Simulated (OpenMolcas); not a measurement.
**Ir3+ in a point-charge field**

Ir3+ among 6 point charges of -1.7 e arranged as a trigonal antiprism (D3d), 1.74 Å from the ion, with a polar angle of 49.8° against the regular 54.74°. The active orbitals were held to one l.
```
   0.0000    1.3292    1.1229  -1.70
  -1.1511   -0.6646    1.1229  -1.70
   1.1511   -0.6646    1.1229  -1.70
   0.0000   -1.3292   -1.1229  -1.70
   1.1511    0.6646   -1.1229  -1.70
  -1.1511    0.6646   -1.1229  -1.70
```

```
Program             : OpenMolcas
Method              : CASSCF
Basis               : ANO-RCC-VDZP [7s6p4d2f]
Scalar Hamiltonian  : DKH2, point nucleus
Active space        : 6 electrons in 5 orbitals (5d)
State averaging     : 2S+1 = 5 even, 5 roots; 2S+1 = 3 even, 45 roots; 2S+1 = 1 even, 50 roots
Spin-orbit coupling : state interaction with AMFI integrals over the reference wave functions
```

The lowest spin-free states (labels of D3, the rotations of D3d), above the lowest:

| State | Degeneracy | E (cm-1) | Free-ion L (%) |
| --- | --- | --- | --- |
| 1A1 | 1 | 0.0 | G (50) |
| 5E | 2 | 4960 | D (100) |
| 3E | 2 | 6846 | H (36) |
| 3A2 | 1 | 11248 | H (52) |
| 3A1 | 1 | 14065 | H (46) |
| 3E | 2 | 14426 | G (41) |
| 1E | 2 | 14498 | I (60) |
| 5A1 | 1 | 14539 | D (100) |
| 1A2 | 1 | 18842 | G (55) |
| 3A2 | 1 | 21117 | H (51) |
| 3E | 2 | 24468 | H (54) |
| 1A1 | 1 | 25036 | I (40) |
| 3E | 2 | 25624 | H (44) |
| 3A2 | 1 | 27522 | P (50) |
| 1E | 2 | 27773 | I (45) |
| 3E | 2 | 28286 | H (26) |
| 3A1 | 1 | 29082 | G (57) |
| 5E | 2 | 30742 | D (100) |
| 1E | 2 | 31632 | I (42) |
| 1A1 | 1 | 33082 | I (47) |

The lowest levels with spin-orbit coupling:

```tsv
E (cm-1)	Degeneracy	Label	2S+1	g
0.0	1	A1	1 (51 %)	
6218	2	E	5 (67 %)	0.00 0.00 8.17
6402	1	A2	5 (54 %)	
7343	2	E	5 (57 %)	0.00 0.00 0.63
8378	2	E	3 (50 %)	0.00 0.00 1.50
9047	1	A1	5 (74 %)	
10403	1	A1	5 (43 %)	
11212	1	A2	5 (78 %)	
13711	2	E	3 (49 %)	0.00 0.00 2.97
15008	2	E	3 (54 %)	0.00 0.00 2.43
15268	1	A1	5 (60 %)	
17032	2	E	3 (66 %)	0.00 0.00 0.61
17223	1	A2	3 (48 %)	
17694	2	E	5 (47 %)	0.00 0.00 0.69
19706	2	E	3 (67 %)	0.00 0.00 1.46
19832	1	A1	3 (48 %)	
20240	1	A2	3 (70 %)	
21152	2	E	3 (66 %)	0.00 0.00 3.15
22142	1	A1	3 (54 %)	
22259	2	E	3 (77 %)	0.00 0.00 2.70
```

Powder χT (cm3 K/mol): 0 at 2 K, 0.00352 at 10 K, 0.0176 at 50 K, 0.0352 at 100 K, 0.0703 at 200 K, 0.105 at 300 K. The effective moment at 300 K is 2.828 √(χT) = 0.92 μB.

Spin-orbit coupling mixes the spin-free states strongly: the lowest level takes only 51 % from its leading state, 1A1. Without dynamic correlation the repulsion within the d shell is too large (B by tens of per cent), so at a given field states of lower spin stand too high. This shell can be high or low spin here, a state of another spin lies low, and with metal d orbitals alone active their balance is uncertain, so the ground spin may be wrong, although the usual error favours high spin. This is an electrostatic model: the charges have no orbitals. No measured value stands beside these numbers.

The RASSCF and RASSI steps took 23 s on 1 thread of Arm Neoverse V1, on a shared host; the integral step is not counted.

With an even number of electrons the g values are those of a degenerate or nearly degenerate non-Kramers pair.
